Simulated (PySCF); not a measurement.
**Bond length, frequency and bond energy of I₂ by level of theory**

State: ¹Σg⁺ (singlet), closed shell. Set-up: PySCF, spin-free X2C with a Gaussian nucleus, basis sets I x2c-TZVPPall. De refers to I + I in their high-spin ground configurations, without counterpoise correction.

```
      Level  Re (Å)  ωe (cm⁻¹)  De (eV)
        RHF   2.671        232     0.59
    RHF-MP2   2.655        228     1.96
RHF-SCS-MP2   2.674        222     1.81
   RHF-CCSD   2.680        219     1.61
RHF-CCSD(T)   2.691        212     1.78
        PBE   2.694        211     2.21
     r²SCAN   2.682        218     2.00
    r²SCANh   2.672        222     1.94
       PBE0   2.663        225     2.01
    r²SCAN0   2.658        228     1.85
      B97-3   2.680        220     1.86
      HSE06   2.671        222     2.04
     B2PLYP   2.685        217     1.87
```

(1) Which functional lies closest to RHF-CCSD(T) in De, which farthest, and by how much do they differ from it?

(2) What does second-order correlation do here, going from RHF to RHF-MP2?

Correlated steps freeze 36 core orbitals. Spin–orbit coupling is left out, which matters for elements this heavy, above all for dissociation energies. Where the molecule has an RHF reference, its open-shell atoms are computed with UHF. B2PLYP dipoles, levels and charges come from its SCF part alone.

The whole job (state search and all levels along the bond) took about 18 min on 2 threads of Arm Neoverse N1 (shared host), peak memory 4.6 GiB.

Answers

(1) Closest is r²SCAN0 (-3.3 pm in Re, +7.5 % in ωe, +0.07 eV in De against RHF-CCSD(T) in the same basis), farthest PBE (+0.3 pm in Re, -0.5 % in ωe, +0.43 eV in De). CCSD(T) converges more slowly with the basis than the functionals do and binds too weakly in this one, so the order can change at the basis-set limit.

(2) RHF-MP2 less RHF: -1.6 pm in Re, -1.7 % in ωe, +1.37 eV in De. Correlation nearly always deepens the well. The bond shortens, as in weak, metallic or heavy-atom bonds, where dispersion and the correlation of outer-core electrons pull the atoms together.
